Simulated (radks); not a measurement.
Q: Species: Ag I. Configuration: [Kr] 4d10 5d1 (not the ground configuration). Calculated with a radial shooting solver on a logarithmic mesh with Libxc functionals: scalar-relativistic Kohn-Sham, AM05, spin-polarised, spherical densities, point nucleus; open shells are filled with parallel spins first (spin-orbit coupling, left out, can overturn this in heavy ions). Some entries of the table are withheld. Estimate them.

orbital  occ.  eigenvalue (eV)  <1/r> (bohr^-1)  <r> (bohr)
1s up       1        -25306.13            49.39     0.03113
1s down     1        -25306.13            49.39     0.03113
2s up       1        -3731.005            11.22      0.1350
2s down     1        -3731.004            11.22      0.1350
2p up       3        -3348.461            10.84      0.1177
2p down     3        -3348.460            10.84      0.1177
3s up       1        -687.6335            3.939      0.3690
3s down     1        -687.6330            3.939      0.3690
3p up       3        -562.0182            3.754      0.3680
3p down     3        -562.0176            3.754      0.3680
3d up       5        -363.6137              (1)      0.3459
3d down     5        -363.6129              (2)      0.3459
4s up       1              (3)            1.514      0.9125
4s down     1              (4)            1.514      0.9125
4p up       3         -63.6834            1.357       1.002
4p down     3         -63.6806            1.357       1.002
4d up       5         -12.6073           0.9810       1.387
4d down     5         -12.6049           0.9809       1.387
5d up       1          -0.7851           0.1140       10.19

A: 
(1) 3d up <1/r> (bohr^-1): 3.530
(2) 3d down <1/r> (bohr^-1): 3.530
(3) 4s up eigenvalue (eV): -100.0556
(4) 4s down eigenvalue (eV): -100.0527
